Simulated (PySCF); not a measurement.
# C₇H₉BO₂: full NMR table

| Property | Result |
| --- | --- |
| Formula | C7H9BO2 |
| SMILES | C=CC(=C)C1=CC=[O+][BH2-]O1 |
| Point group of the computed structure | C1 |
| Carbon signals | 7 |
| Proton signals | 8 |

Mapped SMILES: `[CH2:1]=[CH:2][C:3](=[CH2:4])[C:5]1=[CH:6][CH:7]=[O+:8][BH2-:9][O:10]1`. Hydrogens are named by the atom that carries them. Ha(C4) is cis to C2; Ha(C1) is cis to C3; Hb(C4) is trans to C2; Hb(C1) is trans to C3.

Computational details: structure optimised with PBE0-D3(BJ)/def2-SVP, σ from GIAO-B3LYP/pcSseg-1, in PySCF 2.14.0 with density-fitted response routines (no solvent model, a single conformation, fast rotation and ring inversion assumed for equivalent nuclei, relativity neglected).

Scale: $^{1}$H (31.38 ppm), $^{13}$C (179.24 ppm) against TMS; $^{11}$B (97.83 ppm) against BF3·OEt2; $^{17}$O (334.04 ppm) vs H2O (reference shieldings calculated alike).

| carbon | δC, type | δH (multiplicity) | HMBC from (2–3 bonds) | span of the C tensor (ppm) |
| --- | --- | --- | --- | --- |
| C1 | 127.4, CH2 | Ha(C1) 5.70 (m); Hb(C1) 5.59 (m) | H(C2) | 219 |
| C2 | 143.0, CH | 6.50 (m) | Hb(C4), Ha(C4), Ha(C1), Hb(C1) | 220 |
| C3 | 150.8, C | – | H(C2), Hb(C4), Ha(C4), H(C6), Ha(C1), Hb(C1) | 219 |
| C4 | 141.3, CH2 | Hb(C4) 6.47 (br s); Ha(C4) 5.83 (br s) | H(C2) | 217 |
| C5 | 189.0, C | – | H(C7), H(C2), Hb(C4), Ha(C4), H(C6), H(B9) | 215 |
| C6 | 107.3, CH | 5.74 (d) | H(C7) | 181 |
| C7 | 186.9, CH | 7.75 (d) | H(C6), H(B9) | 219 |

Other nuclei:
```
atoms   nucleus                                              environment  δ (ppm)  σ (ppm)
H(B9)   $^{1}$H  hydrogen on a boron bonded to 2 O, in a 6-membered ring     3.75    27.64
   B9  $^{11}$B           boron bonded to 2 O, 2 H, in a 6-membered ring      0.3     97.5
   O8  $^{17}$O                           donor oxygen of a Lewis adduct    286.0     48.0
  O10  $^{17}$O              oxygen bonded to C, B, in a 6-membered ring    271.1     62.9
```

1. δC 189.0: alkene carbon bearing oxygen; an sp2 carbon further deshielded by the attached heteroatom.
2. δC 186.9: aldehyde carbonyl carbon; low-lying n→π* states of the double bond to the heteroatom give a large paramagnetic term (-258 ppm).
3. δC 150.8: fully substituted alkene carbon; an sp2 carbon of a C=C bond.
4. δC 143.0: alkene CH; an sp2 carbon of a C=C bond.
5. δC 107.3: β carbon of an enol-ether or enamine type C=C; the O or N lone pair pushes π density onto this β carbon and shields it.

Hydrogens on boron are broadened and split by $^{11}$B (spin 3/2, 80 %) and 10B (spin 3). Shifts are as computed. Against solution values, carbons near 30 ppm lie about +2 ppm off and those near 130 ppm about +6 ppm. Of 1211 compounds with measured shifts, 218 miss one by over three times the rms of a fit or turn the order of signals round; such compounds aren't used in these exercises. Unscaled 17O shifts of doubly bonded oxygen tend to come out too high, by tens of ppm or more. Experimental scales use liquid or dissolved standards, which lie at an offset from isolated H2O (liquid H2O: subtract about 36 ppm). Multiplicities follow the n + 1 count of equivalent neighbours, as no J values were calculated; m marks all less simple cases, F and P coupling included.
